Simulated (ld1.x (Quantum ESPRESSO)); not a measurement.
**An all-electron radial function and its pseudo partner (aluminium)**

Columns: radius, all-electron u(r) and pseudo u(r) of the 3s shell (level -7.75 eV) of aluminium in the configuration [Ne] 3s2 3p1; PBE, scalar-relativistic, ultrasoft scheme, ld1.x (Quantum ESPRESSO) 7.5.

```json
{"r (bohr)": "0.113", "all-electron": "0.0975", "pseudo": "0.0545"}
{"r (bohr)": "0.225", "all-electron": "-0.1275", "pseudo": "0.1083"}
{"r (bohr)": "0.338", "all-electron": "-0.2690", "pseudo": "0.1620"}
{"r (bohr)": "0.450", "all-electron": "-0.2923", "pseudo": "0.2144"}
{"r (bohr)": "0.563", "all-electron": "-0.2343", "pseudo": "0.2662"}
{"r (bohr)": "0.675", "all-electron": "-0.1329", "pseudo": "0.3161"}
{"r (bohr)": "0.788", "all-electron": "-0.0126", "pseudo": "0.3646"}
{"r (bohr)": "0.900", "all-electron": "0.1084", "pseudo": "0.4106"}
{"r (bohr)": "1.013", "all-electron": "0.2230", "pseudo": "0.4545"}
{"r (bohr)": "1.125", "all-electron": "0.3244", "pseudo": "0.4952"}
{"r (bohr)": "1.238", "all-electron": "0.4123", "pseudo": "0.5329"}
{"r (bohr)": "1.350", "all-electron": "0.4850", "pseudo": "0.5666"}
{"r (bohr)": "1.463", "all-electron": "0.5443", "pseudo": "0.5966"}
{"r (bohr)": "1.575", "all-electron": "0.5907", "pseudo": "0.6220"}
{"r (bohr)": "1.688", "all-electron": "0.6262", "pseudo": "0.6429"}
{"r (bohr)": "1.800", "all-electron": "0.6510", "pseudo": "0.6586"}
{"r (bohr)": "1.913", "all-electron": "0.6666", "pseudo": "0.6693"}
{"r (bohr)": "2.025", "all-electron": "0.6740", "pseudo": "0.6745"}
{"r (bohr)": "2.138", "all-electron": "0.6744", "pseudo": "0.6744"}
{"r (bohr)": "2.250", "all-electron": "0.6688", "pseudo": "0.6688"}
{"r (bohr)": "2.363", "all-electron": "0.6581", "pseudo": "0.6581"}
{"r (bohr)": "2.475", "all-electron": "0.6435", "pseudo": "0.6435"}
{"r (bohr)": "2.588", "all-electron": "0.6255", "pseudo": "0.6255"}
{"r (bohr)": "2.700", "all-electron": "0.6051", "pseudo": "0.6051"}
{"r (bohr)": "2.813", "all-electron": "0.5827", "pseudo": "0.5827"}
{"r (bohr)": "2.925", "all-electron": "0.5591", "pseudo": "0.5591"}
```

Task: How many radial nodes do the two functions have?

Result: The all-electron 3s function has n − l − 1 = 2; the pseudo-wave has 0, since the states of the same l below it are removed with the core.

Task: At about which radius was the pseudo-wave matched?

Result: 2.20 bohr. The columns agree to 0.0005 from 2.02 bohr on; several derivatives are matched, so the curves merge somewhat inside the radius.

Task: Is the pseudo-wave norm-conserving?

Result: No, it belongs to an ultrasoft set: the norm inside the radius is not constrained, and the difference is carried by the augmentation charge.
